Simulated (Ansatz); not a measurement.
`O[SiH2][AlH][F]` + `N[SiH3]` → `[F][AlH][NH][SiH3]` + `O[SiH3]` at 600 K and 1 bar (cleavage of the Al–Si bond).

Computed with Ansatz on PBE0-D4/def2-TZVP structures; ΔE is electronic, products minus reactants. CBS: MP2 limit from def2 TZ/QZ plus the TZ coupled-cluster correction, frozen cores. This one scheme is used for every species. One conformer a species, not always the lowest.

```
             species  CCSD(T)/CBS energy (Eh)  H − E (kJ/mol)  S (J/(mol·K))
   `O[SiH2][AlH][F]`               -708.57101           163.6          433.2
           `N[SiH3]`               -346.80422           170.6          320.8
`[F][AlH][NH][SiH3]`               -688.73064           191.6          424.6
           `O[SiH3]`               -366.69042           135.7          307.9
```

H − E and S are ideal-gas, rigid-rotor, harmonic terms from PBE0-D4/def2-TZVP, for one conformer and one mirror image of each species. 1 Eh = 2625.50 kJ/mol, R = 8.31446 J/(mol·K).

Q: By hand: ΔE, ΔH, ΔS and ΔG.

A: ΔE = (-688.73064) + (-366.69042) − (-708.57101) − (-346.80422) = -0.04583 Eh = -120.3 kJ/mol. Δ(H − E) = 191.6 + 135.7 − 163.6 − 170.6 = -6.9, so ΔH = -127.2 kJ/mol. ΔS = 424.6 + 307.9 − 433.2 − 320.8 = -21.5 J/(mol·K). ΔG = -127.2 − 600 × (-21.5)/1000 = -114.3 kJ/mol.

Q: By hand: the equilibrium constant, and the temperature at which ΔG would vanish if ΔH and ΔS stayed fixed.

A: log₁₀ K = −ΔG/(RT ln 10) = 10.0. ΔG = 0 at ΔH/ΔS = 5916 K, far beyond where these terms or the molecules hold.

ΔH outweighs TΔS. A doubt of 5 kJ/mol in ΔE shifts log₁₀ K by 0.4 here. Other conformers and mirror images would add mixing entropy, several J/(mol·K) or more a flexible species. Modes under 60 cm⁻¹, often nearly free rotors, make the harmonic entropy too high. These are equilibria of isolated gas molecules and say nothing of rates. Largest T1 diagnostic: 0.013 (customary marks: 0.02 for closed shells, 0.045 for open ones).
